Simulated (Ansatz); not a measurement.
Consider the atomization: `C[O][SnH]([Cl])[O][SiH3]` → C• + Cl• + 7 H• + 2 O• + Si• + Sn•.

Gas-phase electronic energies from Ansatz, PBE0-D4/def2-TZVP geometries. CCSD(T)/CBS is the MP2 limit (def2-TZVPP, def2-QZVPP) plus CCSD(T) − MP2 in def2-TZVPP, frozen cores. This one scheme is used for every species, atoms too. Functionals use def2-TZVPP. No spin–orbit coupling; open shells (•) take unrestricted orbitals. Spin–orbit coupling would lower the free atoms: a little for C, Cl, O, Si; strongly for Sn. def2 core potentials past Kr. Bonds to Sn are less sure, by a few kJ/mol each and by 10 to 20 or more in all where they break to atoms, as the def2 sets lack core-valence functions. One conformer a species, not always the lowest.

`C[O][SnH]([Cl])[O][SiH3]`:

```xyz
13

C    -0.123   -2.201    0.034
O     0.949   -1.651    0.773
Sn    0.937    0.217    1.285
Cl   -1.044    0.623    2.419
O     0.820    1.277   -0.334
Si   -0.387    1.913   -1.242
H    -0.203   -1.757   -0.965
H     0.070   -3.270   -0.081
H    -1.084   -2.080    0.548
H     2.324    0.596    2.164
H    -0.979    3.109   -0.585
H     0.189    2.309   -2.552
H    -1.469    0.914   -1.465
```

```csv
level,ΔE (kJ/mol)
ωB97M-V,4351.5
MP2/CBS(def2),4444.1
```

(1) What does CCSD(T)/CBS give? (Best estimate.)

Largest T1 diagnostic among the species: 0.013.

Answers

(1) Computed: +4386.4 kJ/mol. The listed levels differ from it by -34.9, 57.7 kJ/mol.

In def2-TZVPP, CCSD(T) changes the Hartree–Fock value by +1138.3 kJ/mol (the triples alone add +69.6 kJ/mol) and MP2 by +1196.1 kJ/mol; breaking electron pairs costs correlation energy, which Hartree–Fock lacks. From PBE to PBE0 (25 % exact exchange), in def2-TZVPP and without D4, ΔE moves by −73.1 kJ/mol: exact exchange takes away binding that semilocal exchange gives to molecules.

For atomizations the MP2-based limit and the directly extrapolated one differ by several kJ/mol either way, and by 10 to 25 for some Ge, Se and Sn compounds, so smaller differences from it don't rank the levels.
